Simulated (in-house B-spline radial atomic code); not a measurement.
## PBE0 excitations of Ca2+

Method: PBE0. Computed with an all-electron radial atomic-structure program (B-spline basis): linear response of the closed shell [Ne] 3s2 3p6 with the functional's adiabatic kernel; scalar-relativistic (spin-free one-electron X2C), finite nucleus, no spin-orbit coupling, no double excitations, S, P, D and F terms only. Only terms of natural parity with L up to 3 were computed.

Command:
```bash
python run_td.py task.json out
```
Settings (radii: box in bohr, nucleus in fm):
```
Z                        20
electrons                18
configuration            [Ne] 3s2 3p6
hamiltonian              x2c
method                   pbe0
box_radius               8
wall_radius              8
rms_radius               3.4776
intervals                69
```

Time taken, with all properties: 1 s on 1 thread of Arm Neoverse N1, with other jobs on the host.

Confined states, up to the first strongly mixed one, which can leave gaps near the end. Labels give the largest channel, * marks a mixed state, and oscillator strengths are full-response dipole values. Semilocal kernels can invert the small singlet-triplet splittings of Rydberg terms. Energies in eV:

```tsv
state	full response	Tamm-Dancoff	oscillator strength
3p → 3d 3P	25.142	25.241	-
3p → 3d 3F	25.464	25.644	-
3p → 3d 1F	27.874	27.883	-
3p → 4s 3P	29.065	29.079	-
3p → 4s 1P	29.537	29.545	0.519
3p → 4p 3S	?	?	-
3p → 4p 3D	?	?	-
3p → 4p 1D	33.40	33.40	-
3p → 3d 1P	34.02	34.87	3.36
3p → 4p 1S	34.88	35.03	-
```

Task: Where does 3p → 4p 3D lie?

Result: At 33.11 eV in full response, 33.12 eV in Tamm-Dancoff.

Task: Where does 3p → 4p 3S lie?

Result: At 32.62 eV in full response, 32.64 eV in Tamm-Dancoff.

Task: How large is the singlet-triplet splitting of 3p → 3d (F terms) in Tamm-Dancoff?

Result: 2.24 eV, from the unrounded values.

Task: What polarisabilities and dispersion coefficient does the method give?

Result: Dipole 3.297 bohr³, quadrupole 7.233 bohr⁵, C6 10.9 hartree·bohr⁶ for two such species.
